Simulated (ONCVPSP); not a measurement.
## N, ONCV: configuration errors across variants

```json
{
  "Element": "N",
  "Generator": "ONCVPSP 4.0.1",
  "Type": "optimised norm-conserving Vanderbilt (ONCV)",
  "Functional": "revPBE",
  "Relativity": "scalar-relativistic",
  "Frozen core": "[He]",
  "Valence charge": "5",
  "Reference configuration": "2s1.75 2p3.25",
  "Partial waves": "2s: rc 0.75 bohr, ncon 3, nbas 7, qcut 10.4 1/bohr, 2 projectors, debl 1.8 Ha; 2p: rc 1.20 bohr, ncon 4, nbas 9, qcut 5.6 1/bohr, 1 projector; d scattering state at 0.23 Ha: rc 1.25 bohr, ncon 5, nbas 8, qcut 6.8 1/bohr, 2 projectors, debl 1.1 Ha",
  "Local potential": "polynomial inside 0.45 bohr (lpopt 2, dvloc0 6 Ha)",
  "Core correction": "Teter function, fcfact 2.25, rcfact 1.15"
}
```

All-electron excitation energies from the reference (eV): (1) 2s2 2p3 -2.896; (2) 2s2 2p2 10.639; (3) 2s2 2p1 39.424; (4) 2s2 2p0 86.398.

Errors AE − PS in meV (a dash: test not solved or not reliable):

```csv
change,(1),(2),(3),(4),bound ghosts,GHOST(+) flags above zero
base,+0.6,+19,+153,+707,none,d
"core correction Teter function, fcfact 2.25, rcfact 0.94",+0.6,+19,+156,+713,none,d
"core correction Teter function, fcfact 2.25, rcfact 1.12",+0.6,+19,+154,+710,none,d
"core correction Teter function, fcfact 2.25, rcfact 1.18",+0.6,+19,+153,+705,none,d
"core correction Teter function, fcfact 2.25, rcfact 1.32",+0.6,+19,+149,+688,none,d
"core correction Teter function, fcfact 2.25, rcfact 1.56",+0.6,+18,+142,+645,none,d
"core correction Teter function, fcfact 2.25, rcfact 1.7",+0.6,+17,+137,+612,none,d
"core correction Teter function, fcfact 2.25, rcfact 1.82",+0.6,+17,+131,+582,none,d
"core correction Teter function, fcfact 2.25, rcfact 1.94",+0.6,+16,+126,+550,none,d
"core correction Teter function, fcfact 2.25, rcfact 2.04",+0.6,+16,+121,+517,none,d
```

Give the same row for: core correction Teter function, fcfact 2.25, rcfact 1.44.

+0.6, +18, +146, +669; bound ghosts: none; GHOST(+) flags above zero: d.
